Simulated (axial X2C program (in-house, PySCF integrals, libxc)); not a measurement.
# Spectroscopic constants of TcP

All values were computed with an axial X2C code built on PySCF integrals. Spin-free means the one-electron spin-free X2C Hamiltonian; two-component (2c) means X2C with spin–orbit coupling and atomic mean-field two-electron Coulomb and Gaunt terms, so the difference of the two also holds small scalar two-electron terms. Basis: Tc dyall-cv3z [12s12p8d5f3g], P dyall-v3z [8s7p2d1f] (cores contracted in-house); Gaussian nuclei, density fitting, unrestricted open shells. Masses: Tc 98.907 u, P 30.974 u.

Input file and command:
```json
{"zs": [43, 15], "q": 0, "bas": ["dyall-cv3z", "dyall-v3z"], "levels": ["PBE0", "HF", "PBE"], "cc": true, "r0": 2.22, "thr": -2.0, "nmax": 90, "npts": 10, "nst": 2, "ntry": 6}
```
```bash
python so2c.py task.json out
```

Keys: zs atomic numbers; q charge; bas basis sets; levels methods; cc coupled cluster on or off; r0 starting distance in Å; thr threshold in hartree for freezing inner shells (an s shell follows its p shell); nmax most natural virtual spinors; npts points on the curve; nst determinants followed; ntry starts of the search. HF also brings MP2.

State, spin-free: M_S = 2, Λ = 1 (beyond evenly filled blocks: σα, π+α, δ+α, δ-α); electrons by block: σα: 14, σβ: 13, π+α: 7, π+β: 6, π-α: 6, π-β: 6, δ+α: 2, δ+β: 1, δ-α: 2, δ-β: 1. Fragments: Tc + P.

State, 2c: Ω = 1 (⟨Sz⟩ = 1.99, ⟨Lz⟩ = -0.99 at PBE0); electrons by block: 1/2: 20, -1/2: 20, 3/2: 7, -3/2: 8, 5/2: 2, -5/2: 1. Fragments: Tc + P.

```
Hamiltonian    level  Re (Å)  ωe (cm⁻¹)  ωexe (cm⁻¹)  Be (cm⁻¹)  αe (cm⁻¹)  De (eV)  D0 (eV)  k (mdyn/Å)  μ (D)
  spin-free     PBE0   2.102      483.9         1.81     0.1617   0.000824     3.14     3.11        3.25  -3.37
  spin-free       HF   2.428      274.8          n/a     0.1213        n/a    0.272    0.255        1.05  -3.76
  spin-free     CCSD   2.116      458.6         2.58     0.1596   0.000939     1.89     1.86        2.92    n/a
  spin-free  CCSD(T)   2.105      480.2         2.51     0.1614   0.000872     2.15     2.12         3.2    n/a
  spin-free      PBE   2.105      508.2         1.78     0.1613   0.000697     3.85     3.81        3.59  -2.81
         2c     PBE0   2.100      486.2         1.84      0.162   0.000825     3.17     3.14        3.29  -3.34
         2c       HF   2.425      274.9          n/a     0.1215        n/a    0.295    0.278        1.05  -3.73
```

Correlated methods: 12 electrons correlated (number of frozen shells: Tc 4 s, 3 p, 1 d; P 2 s, 1 p), 252 virtual spin orbitals or spinors in MP2, 90 natural virtuals in coupled cluster.

Dipoles are positive if P is the positive end.

Occupations by symmetry block were frozen at the best pattern of an incomplete PBE0 search. Dissociation energies refer to the lowest single-determinant-based atoms at the same level and basis. Density functionals use the spin component along the axis (collinear). Coupled cluster ran in a truncated set of natural virtual spinors; the MP2 energy of the rest was added. (T) has no such correction and the atoms are truncated less, which lowers De at CCSD(T) by a hundredth of an eV or more. Other states lie close and PBE0, whose exact exchange favours high spin, may order them wrongly; the determinant shown need not be the ground state. The nearest other spin-free determinant of the search, M_S = 1, Λ = 0, lies 0.21 eV up at the distance of the search. The functionals have no current-density term, which raises determinants with orbital currents, atoms included. With several unpaired electrons one determinant need not be a pure state. Open-shell Ω = 0 determinants with evenly filled partner blocks cannot be reached by this program, so the Ω shown need not be the lowest component. At some level and bond length an empty orbital lies below a filled one. The determinant is spin-polarised beyond a pure state at some levels (its spin-free form has ⟨S²⟩ too high), which makes Re and μ there less reliable. The T1 diagnostic is large, a sign of multireference character.

No reliable constants came from CCSD (2c), CCSD(T) (2c), MP2 (2c), MP2 (spin-free), PBE (2c): no minimum in range, unconverged points, a curve that is not smooth, a change of character along it, or the two Hamiltonians disagreeing along it.

Rough cost a point (2c) on 1 thread(s) of a shared host, integrals apart: PBE0 0.8 s, HF 0.6 s.
